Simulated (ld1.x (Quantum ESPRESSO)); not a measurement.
**An all-electron radial function and its pseudo partner (Mg)**

Columns: radius, all-electron u(r) and pseudo u(r) of the 3s shell (level -5.30 eV) of magnesium in the configuration [Ne] 3s1.5 3p0.5; LDA (PZ), non-relativistic, TM scheme, ld1.x (Quantum ESPRESSO) 7.5.

```json
{"r (bohr)": "0.180", "all-electron": "-0.0045", "pseudo": "0.0260"}
{"r (bohr)": "0.360", "all-electron": "-0.2227", "pseudo": "0.0543"}
{"r (bohr)": "0.540", "all-electron": "-0.2426", "pseudo": "0.0875"}
{"r (bohr)": "0.720", "all-electron": "-0.1447", "pseudo": "0.1282"}
{"r (bohr)": "0.900", "all-electron": "-0.0045", "pseudo": "0.1788"}
{"r (bohr)": "1.080", "all-electron": "0.1382", "pseudo": "0.2402"}
{"r (bohr)": "1.260", "all-electron": "0.2655", "pseudo": "0.3110"}
{"r (bohr)": "1.440", "all-electron": "0.3712", "pseudo": "0.3860"}
{"r (bohr)": "1.620", "all-electron": "0.4542", "pseudo": "0.4570"}
{"r (bohr)": "1.800", "all-electron": "0.5161", "pseudo": "0.5162"}
{"r (bohr)": "1.980", "all-electron": "0.5594", "pseudo": "0.5594"}
{"r (bohr)": "2.160", "all-electron": "0.5869", "pseudo": "0.5869"}
{"r (bohr)": "2.340", "all-electron": "0.6009", "pseudo": "0.6009"}
{"r (bohr)": "2.520", "all-electron": "0.6038", "pseudo": "0.6038"}
{"r (bohr)": "2.700", "all-electron": "0.5979", "pseudo": "0.5979"}
{"r (bohr)": "2.880", "all-electron": "0.5850", "pseudo": "0.5850"}
{"r (bohr)": "3.060", "all-electron": "0.5667", "pseudo": "0.5667"}
{"r (bohr)": "3.240", "all-electron": "0.5444", "pseudo": "0.5444"}
{"r (bohr)": "3.420", "all-electron": "0.5193", "pseudo": "0.5193"}
{"r (bohr)": "3.600", "all-electron": "0.4923", "pseudo": "0.4923"}
{"r (bohr)": "3.780", "all-electron": "0.4643", "pseudo": "0.4643"}
{"r (bohr)": "3.960", "all-electron": "0.4359", "pseudo": "0.4359"}
{"r (bohr)": "4.140", "all-electron": "0.4076", "pseudo": "0.4076"}
{"r (bohr)": "4.320", "all-electron": "0.3797", "pseudo": "0.3797"}
{"r (bohr)": "4.500", "all-electron": "0.3526", "pseudo": "0.3526"}
{"r (bohr)": "4.680", "all-electron": "0.3266", "pseudo": "0.3266"}
```

How many radial nodes do the two functions have?

The all-electron 3s function has n − l − 1 = 2 (the table is too coarse to show those close to the nucleus); the pseudo-wave has 0, since the states of the same l below it are removed with the core.

At about which radius was the pseudo-wave matched?

2.20 bohr. The columns agree to 0.0005 from 1.80 bohr on; several derivatives are matched, so the curves merge somewhat inside the radius.

Where does each function peak?

Outermost all-electron maximum near 2.52 bohr, pseudo maximum near 2.52 bohr (to the table’s step).

Is the pseudo-wave norm-conserving?

Yes: the TM scheme keeps the norm inside the radius equal to the all-electron one, which fixes the energy derivative of the logarithmic derivative at the level.
